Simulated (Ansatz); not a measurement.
A calculation with Ansatz (development build ahead of 0.2.0).

```yaml
crystal:
  periodic: [false, false, false]
  atoms:
    - { symbol: Na, position_ang: [-0.00984, -0.00246, -2.37173] }
    - { symbol: I, position_ang: [-0.05805, 0.0671, 0.51876] }
basis:
  gaussian: { orbitals: STO-3G }
hamiltonian:
  xc: hf
correlation:
  method: mp2
  frozen_orbitals: { I: 18, Na: 1 }
```

The input is written out in the form of the current development build from the run's settings.

Output:

```yaml
Converged: yes
Reference_energy: -7010.61251 hartree
Correlation_energy: -0.04080 hartree
Total_energy: -7010.65331 hartree
Spin_squared_of_the_determinant: 0.000
```
